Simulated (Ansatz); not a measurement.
Geometry optimisation, Ansatz, RHF/def2-SVP.

Input file:

```yaml
crystal:
  periodic: [false, false, false]
  atoms:
    - { symbol: Zn, position_ang: [-0.284196, -0.072233, -0.036292] }
    - { symbol: O, position_ang: [-0.290157, -0.045331, 1.754839] }
    - { symbol: H, position_ang: [-1.012256, -0.342159, 2.283802] }
    - { symbol: Cl, position_ang: [-0.39784, -0.116194, -2.164759] }
    - { symbol: Cl, position_ang: [2.807643, 0.744113, 1.219983] }
    - { symbol: H, position_ang: [1.815206, 0.522904, 2.069327] }
basis:
  gaussian: { orbitals: def2-SVP }
hamiltonian:
  xc: hf
relax:
  f_tol: 0.03
  max_steps: 50
output:
  orbitals: {}
```

Run as:

```bash
$ ansatz run input.yaml --threads 1 --pin off --max-ram 2048MiB --backend cpu --events-out ev --progress --plain --runs-dir out
```

**Question.** Where does it end, and by what steps?

**Answer.** The forces met the threshold. After 6 steps the energy has fallen by 0.122 eV; Cl5 moved furthest, 0.35 Å.

| step | energy less start (eV) | largest force component (eV/Å) | accepted |
| --- | --- | --- | --- |
| 0 | 0.0000 | 1.113 | yes |
| 1 | -0.0857 | 0.293 | yes |
| 2 | -0.0916 | 0.501 | yes |
| 3 | -0.1170 | 0.135 | yes |
| 4 | -0.1202 | 0.077 | yes |
| 5 | -0.1210 | 0.106 | yes |
| 6 | -0.1216 | 0.021 | yes |

```xyz
6
Properties=species:S:1:pos:R:3
Zn -0.015 -0.010 0.032
O -0.179 -0.060 1.838
H -0.959 -0.280 2.321
Cl -0.300 -0.084 -2.088
Cl 2.498 0.690 1.063
H 1.593 0.435 1.961
```

Time of the run: 8.7 s on 1 thread of AMD EPYC 9R45 96-Core Processor (Zen 5) (shared host), peak memory 0.2 GiB.
